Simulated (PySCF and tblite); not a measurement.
Results of a calculation; reference values are marked as such.
# Rotation: stationary points, barriers and rates

System: C₃H₄FNSe₂, numbered as in [N:1]#[C:2][CH2:3][Se:4][Se:5][CH2:6][F:7].

Motion: rotation about the Se4–Se5 bond (torsion C3–Se4–Se5–C6 from -84° to 95°, rising). The path came from a restrained scan, a climbing-image band and a saddle search at GFN2-xTB; energies are PBE/pcSseg-1 + D3(BJ)//GFN2-xTB, thermal terms GFN2-xTB. Rates follow Eyring's equation with the number of equivalent paths and no tunnelling. Run with tblite and PySCF.

| point | symmetry | E(GFN2) kcal/mol | E(DFT) kcal/mol | ZPE change kcal/mol | lowest mode cm⁻¹ | dipole D |
| --- | --- | --- | --- | --- | --- | --- |
| start | C1 | 0.0 | 0.0 | 0.00 | 23 | 4.45 |
| saddle | C1 | 8.0 | 10.7 | 0.03 | 70i | 4.50 |
| end | C1 | 1.6 | 2.0 | -0.11 | 15 | 4.24 |

* Electronic barrier: 10.7 kcal/mol
* Barrier with zero-point energy: 10.7 kcal/mol
* ΔH‡ (298 K): 10.1 kcal/mol
* ΔS‡ (298 K, symmetry apart): -4.5 cal/(mol K)
* Paths: 1 equivalent path
* End point: a different minimum
* Mean lifetime of the start against this motion at 298 K: 41 µs
* Cost: 2 min on 1 thread of Intel Xeon Platinum 8488C (shared host) (rough), peak memory 0.77 GiB, launched as `OMP_NUM_THREADS=1 python ens_run.py task.json out`

| T/K | ΔG‡ kcal/mol | k s⁻¹ | ΔG kcal/mol | k back s⁻¹ |
| --- | --- | --- | --- | --- |
| 150 | 11.0 | 0.00028 | 1.8 | 0.11 |
| 200 | 11.2 | 2.6 | 1.7 | 214 |
| 250 | 11.3 | 670 | 1.7 | 2×10⁴ |
| 298 | 11.5 | 2.4×10⁴ | 1.6 | 3.9×10⁵ |
| 350 | 11.7 | 3.9×10⁵ | 1.6 | 3.9×10⁶ |
| 400 | 11.8 | 2.9×10⁶ | 1.6 | 2.1×10⁷ |
| 500 | 12.2 | 4.9×10⁷ | 1.5 | 2.2×10⁸ |

ΔG and ΔG‡ leave out symmetry numbers and mirror images; rates count paths: 1 out, 1 back.

Spin–orbit effects of heavy atoms on shieldings are missing.
